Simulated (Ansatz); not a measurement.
A CCSD(T) single point on C2H7InSn (`[CH3][SnH]1[CH2][InH]1`).

```yaml
crystal:
  periodic: [false, false, false]
  atoms:
    - {symbol: C, position_ang: [-1.442100, 1.552412, 0.008153]}
    - {symbol: Sn, position_ang: [-0.677320, -0.426810, 0.370992]}
    - {symbol: C, position_ang: [1.542811, -0.455868, 0.311216]}
    - {symbol: In, position_ang: [0.976117, -1.923768, -1.184848]}
    - {symbol: H, position_ang: [-1.192660, 2.190015, 0.857453]}
    - {symbol: H, position_ang: [-2.524174, 1.522127, -0.117255]}
    - {symbol: H, position_ang: [-0.989180, 1.959760, -0.895289]}
    - {symbol: H, position_ang: [-1.250883, -0.979619, 1.896256]}
    - {symbol: H, position_ang: [2.106716, -0.787884, 1.183212]}
    - {symbol: H, position_ang: [1.994253, 0.449152, -0.102697]}
    - {symbol: H, position_ang: [1.456410, -3.099508, -2.327193]}
basis:
  gaussian: {orbitals: def2-TZVPP}
correlation: {method: ccsd_t}
output: {orbitals: {seedname: orbitals}}
```

```sh
$ ansatz run in.yaml --threads 4 --pin off --events-out ev --progress --plain --max-ram 10444MiB
```

The program prints (abridged):

```
Functional definition: HF
  name "HF"
  cite "Fock, Z. Phys. 61, 126 (1930) doi:10.1007/BF01340294"
  parent pbe
  exchange = exact_x
  correlation = 0
1861 factors; integrals over basis functions are off by at most 1.0e-3 eV
mean field evaluation 1: about -13119.0656 eV, gradient 4.3e1 eV
mean field evaluation 2: about -13119.1721 eV, gradient 4.4e1 eV
mean field evaluation 4: about -13124.4948 eV, gradient 4.7e0 eV
mean field evaluation 8: about -13124.6110 eV, gradient 4.2e-1 eV
mean field evaluation 16: about -13124.6135 eV, gradient 1.4e-6 eV
mean field -13124.61347347 eV, -482.3206489676 hartree, gradient 1.4e-6 eV, S^2 0.000000; 1 other end points of the search recorded, 0 dependent functions left out
10 core orbitals not correlated: weight in the atoms' cores, before any rotation towards them, 1.000 or more for the frozen orbitals, at most 0.000 for the correlated occupied ones
reference -13124.61347347 eV, -482.3206489676 hartree; 21, 21 occupied and 229, 229 virtual orbitals, 1861 factors
second order -26.65431557 eV of doubles, -0.00000000 eV of singles
cycle   1  -26.30734024 eV  change    3.5e-1 eV  update   1.3e-1
cycle   2  -27.03273311 eV  change   -7.3e-1 eV  update   3.7e-2
cycle   3  -27.15151591 eV  change   -1.2e-1 eV  update   1.9e-2
cycle   4  -27.13704133 eV  change    1.4e-2 eV  update   5.0e-3
cycle   5  -27.13537003 eV  change    1.7e-3 eV  update   2.4e-3
cycle   6  -27.13610373 eV  change   -7.3e-4 eV  update   7.4e-4
cycle   7  -27.13579491 eV  change    3.1e-4 eV  update   3.5e-4
cycle   8  -27.13576811 eV  change    2.7e-5 eV  update   1.4e-4
cycle   9  -27.13584315 eV  change   -7.5e-5 eV  update   7.1e-5
cycle  10  -27.13581626 eV  change    2.7e-5 eV  update   3.5e-5
perturbative correction -1.01992372 eV, -0.0374815053 hartree
Total energy: -13152.76921345 eV, -483.3553533273 hartree
```

It took 3.5 min on 4 threads of an Intel Xeon Platinum 8488C on a shared host, with 7.2 GiB of host memory at the peak.

MP2 recovers 94.7 % of the CCSD(T) correlation energy and the triples give 3.6 %; T1 = 0.0142.
